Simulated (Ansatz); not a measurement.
A nudged elastic band was laid between two geometries of CH9AlGeOSi (14 atoms, charge 0, multiplicity 1).

Computed with RKS B3LYP/def2-SVP (Ansatz).

```yaml
movable_images: 5
climbing_image: yes
spring: 5.0 eV/Å²
optimiser: quadratic models (default)
start_path: through a guess of the saddle point
force_threshold: 0.05 eV/Å
iteration_limit: 48
end_points: relaxed
```

Initial state:

```xyz
14
Properties=species:S:1:pos:R:3
C -1.864 0.932 1.195
O -1.048 -0.194 0.969
Si 0.528 -0.154 0.377
Al 1.407 -2.449 0.500
Ge 0.603 0.768 -1.865
H -2.098 1.472 0.257
H -2.814 0.597 1.641
H -1.393 1.653 1.892
H 1.347 0.808 1.199
H 2.922 -2.720 0.100
H 0.487 -3.665 0.938
H 2.075 0.908 -2.322
H -0.053 2.165 -1.967
H -0.112 -0.150 -2.885
```

Final state:

```xyz
14
Properties=species:S:1:pos:R:3
C -1.842 0.544 1.534
O -1.195 0.547 0.284
Si 0.450 0.256 0.052
Al 1.129 -2.042 0.667
Ge 0.823 0.761 -2.270
H -1.479 1.359 2.190
H -2.922 0.692 1.374
H -1.707 -0.414 2.075
H 1.261 1.254 0.840
H 2.613 -2.529 0.364
H 0.109 -3.070 1.326
H 2.328 0.643 -2.606
H 0.359 2.193 -2.614
H 0.060 -0.223 -3.186
```

(1) Which bonds break or form, and what moves?

(2) What energy profile does the band end with?

(3) What is the geometry of the highest image?

Answers

(1) No bond is made or broken. The dihedral C1–O2–Si3–Ge5 goes from -63 to -172°.

(2) The run converged. The highest image is number 3 of 0 to 6, 0.057 eV above the first end and 0.033 eV above the last; the last end lies 0.024 eV above the first. A vibrational analysis at the climbing image gives one clearly imaginary mode, 69i cm⁻¹: a first-order saddle point.

| image | path coordinate (Å) | energy (eV) | dihedral C1–O2–Si3–Ge5 (°) |
| --- | --- | --- | --- |
| 0 | 0.00 | 0.000 | -63 |
| 1 | 0.81 | 0.012 | -76 |
| 2 | 1.61 | 0.040 | -94 |
| 3 | 2.42 | 0.057 | -121 |
| 4 | 3.00 | 0.048 | -140 |
| 5 | 3.58 | 0.032 | -157 |
| 6 | 4.16 | 0.024 | -172 |

(3) 
```xyz
14
Properties=species:S:1:pos:R:3
C -1.863 0.809 1.467
O -1.237 0.041 0.468
Si 0.416 -0.008 0.137
Al 1.338 -2.255 0.569
Ge 0.714 0.699 -2.152
H -1.587 1.880 1.409
H -2.955 0.732 1.338
H -1.616 0.450 2.485
H 1.116 1.032 0.975
H 2.867 -2.549 0.240
H 0.435 -3.429 1.145
H 2.218 0.790 -2.508
H 0.074 2.083 -2.407
H 0.066 -0.304 -3.135
```

The run took 6.4 min on 2 threads of Arm Neoverse V1, with other jobs on the host, peak memory 0.39 GiB.
